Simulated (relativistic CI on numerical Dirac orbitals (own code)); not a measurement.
Calculated at this level of theory: Dirac-Coulomb-Breit CI, separate exchange-only KLI orbitals for each configuration, QED by a radiative potential, unscaled Slater integrals (own radial code, finite nucleus).

CI space (outside the closed core [Ne]): 3s²3p⁶3d, 3s²3p⁵3d², 3s3p⁶3d², 3s²3p⁶4s, 3s²3p⁶4p, 3s²3p⁶4d, 3s²3p⁵3d4s, 3s²3p⁶4f, 3s²3p⁵3d4p, 3s²3p⁵3d4d, 3s3p⁶3d4s, 3p⁶3d²4p, 3s²3p⁵3d4f, 3s3p⁶3d4p, 3s3p⁶3d4d, 3s²3p⁶5s, 3s3p⁶3d4f, 3s²3p⁶5p, 3s²3p⁶5d, 3s²3p⁶5f, 3s²3p⁶5g, 3p⁶3d³, 3p⁵3d⁴, 3p⁵3d³4s, 3p⁶3d²4s, 3p⁵3d²4s², 3p⁶3d²4d, 3p⁵3d³4d, 3p⁵3d²4s4d. Double excitations out of closed p, d and f shells are left out; levels of such configurations are missing from the list, as are those of other unlisted configurations, and high levels can miss mixing partners. These lack a partner that the ground configuration has and come out too high: 3s²3p⁵3d4p, 3s²3p⁵3d4f.

At this charge energies of transitions that change n are usually good to better than 1 %, and those within a shell (Δn = 0) to a few per cent.

Outline of the computed level scheme of Ho XLIX. Lowest level of each configuration: 3s²3p⁶3d ²D3/2 at 0.000 eV; 3s²3p⁵3d² ⁴D°3/2 at 221.810 eV.

Some strong electric-dipole decays among the lowest 45 levels: 3s²3p⁵3d² ²D°3/2 → 3s²3p⁶3d ²D3/2 (3.1e+12 s⁻¹); 3s²3p⁵3d² ²D°5/2 → 3s²3p⁶3d ²D5/2 (2.8e+12 s⁻¹); 3s²3p⁵3d² ²P°3/2 → 3s²3p⁶3d ²D5/2 (2.6e+12 s⁻¹); 3s²3p⁵3d² ²P°1/2 → 3s²3p⁶3d ²D3/2 (2.0e+12 s⁻¹); 3s²3p⁵3d² ²F°7/2 → 3s²3p⁶3d ²D5/2 (1.7e+12 s⁻¹); 3s²3p⁵3d² ⁴D°3/2 → 3s²3p⁶3d ²D3/2 (8.2e+11 s⁻¹); 3s²3p⁵3d² ²D°5/2 → 3s²3p⁶3d ²D5/2 (8.0e+11 s⁻¹); 3s²3p⁵3d² ²P°1/2 → 3s²3p⁶3d ²D3/2 (8.0e+11 s⁻¹).

LS names give the leading component of a level, which can be under half, so a name can repeat, a term be missing and a line seem to break the LS rules.
